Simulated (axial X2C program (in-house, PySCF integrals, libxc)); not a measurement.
# AsH: from the spin-free to the two-component result

Computed with an in-house all-electron X2C program for linear molecules (integrals from PySCF). Spin-free means the one-electron spin-free X2C Hamiltonian; two-component (2c) means X2C with spin–orbit coupling and atomic mean-field two-electron Coulomb and Gaunt terms, so the difference of the two also holds small scalar two-electron terms. Basis: As dyall-cv3z [9s9p6d4f1g], H dyall-v3z [6s2p1d] (cores contracted in-house); Gaussian nuclei, density fitting, unrestricted open shells. Masses: As 74.922 u, H 1.008 u.

Spin-free state: M_S = 1, Λ = 0 (beyond evenly filled blocks: π+α, π-α); fragments As + H.

```
  level  Re (Å)  ωe (cm⁻¹)  De (eV)  μ (D)
   PBE0   1.528     2160.3    2.868   0.16
     HF   1.514     2270.5    1.876   0.26
    MP2   1.521     2216.0    2.573    n/a
   CCSD   1.529     2156.0    2.753    n/a
CCSD(T)   1.532     2139.0    2.776    n/a
   TPSS   1.535     2116.9    3.052   0.11
```

Correlated methods: 6 electrons correlated (number of frozen shells: As 3 s, 2 p, 1 d; H none), 164 virtual spin orbitals or spinors in MP2, 72 natural virtuals in coupled cluster.

Dipoles are positive if H is the positive end.

Two-component determinant lowest at the distance of the search:

Ω = 1 (⟨Sz⟩ = 1.00, ⟨Lz⟩ = 0.00 at HF); fragments As + H.

```
  level  Re (Å)  ωe (cm⁻¹)  De (eV)  μ (D)
   PBE0   1.529     2158.3    2.857   0.16
     HF   1.514     2268.6    1.869   0.25
    MP2   1.521     2214.2    2.565    n/a
   CCSD   1.530     2154.2    2.744    n/a
CCSD(T)   1.532     2137.3    2.768    n/a
   TPSS   1.535     2114.9    3.042   0.11
```

From the two tables, how do the constants change at the CCSD(T) level (2c against spin-free)?

At the CCSD(T) level Re is unchanged within 0.001 Å and ωe falls by 1.7 cm⁻¹; De changes by -0.008 eV.

Occupations by symmetry block were frozen at the best pattern of an incomplete PBE0 search. Dissociation energies refer to the lowest single-determinant-based atoms at the same level and basis. Density functionals use the spin component along the axis (collinear). Coupled cluster ran in a truncated set of natural virtual spinors; the MP2 energy of the rest was added. (T) has no such correction and the atoms are truncated less, which lowers De at CCSD(T) by a hundredth of an eV or more. PBE0 can misorder states that lie within some tenths of an eV, so this need not be the ground state of the molecule. The nearest other spin-free determinant of the search, M_S = 0, Λ = 2, lies 1.00 eV up at the distance of the search. With several unpaired electrons one determinant need not be a pure state. Open-shell Ω = 0 determinants with evenly filled partner blocks cannot be reached by this program, so the Ω shown need not be the lowest component. This is the Ω = 1 component of a π² triplet; the 0⁺ component is not one determinant and can lie lowest.
